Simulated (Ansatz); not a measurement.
Abridged output of a molecular run in Ansatz:

```
Functional definition: HF
905 factors; integrals over basis functions are off by at most 1.2e-3 eV
mean field evaluation 1: about -13279.9870 eV, gradient 2.4e1 eV
mean field evaluation 2: about -13280.0604 eV, gradient 2.4e1 eV
mean field evaluation 4: about -13282.0433 eV, gradient 2.6e0 eV
mean field evaluation 8: about -13282.0740 eV, gradient 1.4e-1 eV
mean field evaluation 16: about -13281.9887 eV, gradient 3.7e-1 eV
mean field -13282.07409987 eV, -488.1072202570 hartree, gradient 5.5e-6 eV, S^2 0.000000; 0 other end points of the search recorded, 0 dependent functions left out
8 core orbitals not correlated: weight in the atoms' cores, before any rotation towards them, 1.000 or more for the frozen orbitals, at most 0.000 for the correlated occupied ones
reference -13282.07409987 eV, -488.1072202570 hartree; 11, 11 occupied and 71, 71 virtual orbitals, 905 factors
second order -12.05394270 eV of doubles, -0.00000000 eV of singles
cycle   1  -13.11529330 eV  change    -1.1e0 eV  update   8.5e-2
cycle   2  -13.50964127 eV  change   -3.9e-1 eV  update   2.5e-2
cycle   3  -13.57080269 eV  change   -6.1e-2 eV  update   1.2e-2
cycle   4  -13.56639797 eV  change    4.4e-3 eV  update   4.0e-3
cycle   5  -13.56507382 eV  change    1.3e-3 eV  update   1.3e-3
cycle   6  -13.56492163 eV  change    1.5e-4 eV  update   3.8e-4
cycle   7  -13.56489540 eV  change    2.6e-5 eV  update   1.2e-4
cycle   8  -13.56489892 eV  change   -3.5e-6 eV  update   5.1e-5
cycle   9  -13.56489642 eV  change    2.5e-6 eV  update   2.1e-5
perturbative correction -0.41813678 eV, -0.0153662433 hartree
Total energy: -13296.05713307 eV, -488.6210872490 hartree
```

Its atoms:

Z-matrix (Å, degrees):
```
C
B 1 1.552
H 1 1.097 2 109.5
H 1 1.097 2 109.0 3 -114.1
H 1 1.091 2 115.5 3 123.3
S 2 1.815 1 120.6 3 -124.7
H 2 1.195 1 122.0 3 55.5
B 6 1.789 2 103.7 1 -179.7
H 8 1.191 6 120.3 2 -0.0
H 8 1.193 6 117.2 2 179.9
```

Question: Which basis set was used?
A. cc-pV(T+d)Z
B. def2-SVP
C. def2-TZVPPD
D. def2-SVPD

Answer: B. It gives 90 functions.

Question: Write the keys of the input that set method, charge and spin (a neutral closed shell needs none for the last two).

Answer: 
```yaml
correlation: {method: ccsd_t}
```
